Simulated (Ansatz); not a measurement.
CH9NOSi2 (`N[SiH2][SiH2]CO`) at its PBE0-D4/def2-TZVP geometry, where that method's forces vanish. Charge 0, multiplicity 1.

```json
{"atom": "N1", "x (Å)": "-0.9784", "y (Å)": "-0.8122", "z (Å)": "2.6256"}
{"atom": "Si2", "x (Å)": "-1.0919", "y (Å)": "-0.4698", "z (Å)": "0.9343"}
{"atom": "Si3", "x (Å)": "0.9378", "y (Å)": "0.0582", "z (Å)": "-0.1304"}
{"atom": "C4", "x (Å)": "0.7308", "y (Å)": "0.2753", "z (Å)": "-2.0082"}
{"atom": "O5", "x (Å)": "-0.1942", "y (Å)": "1.3082", "z (Å)": "-2.3269"}
{"atom": "H6", "x (Å)": "-0.4277", "y (Å)": "-1.5985", "z (Å)": "2.9330"}
{"atom": "H7", "x (Å)": "-0.8767", "y (Å)": "-0.0415", "z (Å)": "3.2670"}
{"atom": "H8", "x (Å)": "-2.0337", "y (Å)": "0.6719", "z (Å)": "0.7863"}
{"atom": "H9", "x (Å)": "-1.6611", "y (Å)": "-1.6675", "z (Å)": "0.2544"}
{"atom": "H10", "x (Å)": "1.9617", "y (Å)": "-0.9965", "z (Å)": "0.1413"}
{"atom": "H11", "x (Å)": "1.4791", "y (Å)": "1.3448", "z (Å)": "0.4103"}
{"atom": "H12", "x (Å)": "0.3225", "y (Å)": "-0.6432", "z (Å)": "-2.4382"}
{"atom": "H13", "x (Å)": "1.7021", "y (Å)": "0.4391", "z (Å)": "-2.4951"}
{"atom": "H14", "x (Å)": "0.1296", "y (Å)": "2.1316", "z (Å)": "-1.9534"}
```

(1) For each bond, give half the difference of the two atoms' forces along it (eV/Å; positive pushes the atoms apart) under PBE-D4, r2SCAN-D4, B3LYP-D4, ωB97M-V in def2-TZVPP. (Best estimate.)

Results:

(1) Ansatz gave: 
```csv
bond,length (Å),PBE-D4,r2SCAN-D4,B3LYP-D4,ωB97M-V
N1–Si2,1.729,0.11,0.02,0.12,0.12
N1–H6,1.008,0.21,0.02,-0.01,-0.03
N1–H7,1.008,0.20,0.02,-0.01,-0.03
Si2–Si3,2.352,-0.15,-0.01,0.05,0.02
Si2–H8,1.487,0.08,-0.02,-0.11,-0.14
Si2–H9,1.490,0.08,-0.01,-0.10,-0.14
Si3–C4,1.902,-0.02,-0.03,0.04,-0.02
Si3–H10,1.495,0.08,-0.02,-0.10,-0.10
Si3–H11,1.497,0.09,-0.02,-0.09,-0.10
C4–O5,1.423,0.32,0.34,0.37,0.33
C4–H12,1.093,0.11,-0.05,-0.13,-0.11
C4–H13,1.099,0.07,-0.06,-0.12,-0.13
O5–H14,0.960,0.40,0.00,-0.05,-0.10
```

B3LYP here is the variant with VWN-RPA as its local correlation; programs differ in this.
